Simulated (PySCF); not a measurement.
Mapped SMILES: `[CH2:1]=[C:2]([S:3][CH3:4])[CH:5]1[CH2:6][CH2:7]1`. Hydrogens are named by the atom that carries them. Ha(C6), Ha(C7) are cis to C2 on the ring; Ha(C1) is cis to S3; Hb(C6), Hb(C7) are trans to C2 on the ring; Hb(C1) is trans to S3.

Geometry: GFN2-xTB; GIAO shifts from PySCF 2.14, gas phase, non-relativistic, averaged over equivalent atoms.

At CAM-B3LYP/pcSseg-1 (176 basis functions, 31 s wall time on 1 thread of an Arm Neoverse V1, shared host):
```csv
atoms,δ (ppm)
C2,168.4
C1,97.9
C4,19.5
C5,17.1
C6/C7,14.6
Hb(C1),4.44
Ha(C1),4.21
H(C4),2.16
H(C5),1.01
Hb(C6)/Hb(C7),0.90
Ha(C6)/Ha(C7),0.62
```

Shifts are taken against calculated references (same method and geometry level): 13C (σ = 185.10 ppm) and 1H (σ = 31.78 ppm) vs TMS.

Question: What do these become at B97-2/pcSseg-1?

Answer: 
```csv
atoms,δ at B97-2/pcSseg-1,change
C2,159.5,-8.9
C1,93.1,-4.8
C4,20.4,+0.9
C5,18.1,+1.0
C6/C7,15.3,+0.7
Hb(C1),4.47,+0.03
Ha(C1),4.16,-0.05
H(C4),2.21,+0.05
H(C5),1.06,+0.05
Hb(C6)/Hb(C7),0.93,+0.03
Ha(C6)/Ha(C7),0.65,+0.03
```

Shifts are taken against calculated references (same method and geometry level): 13C (186.19 ppm), 1H (31.82 ppm) vs TMS.

The largest change is at C2 (fully substituted alkene carbon). Cost: 176 basis functions, 23 s wall time on 1 thread of an Arm Neoverse V1, shared host. The order of the carbon signals is the same at both levels.
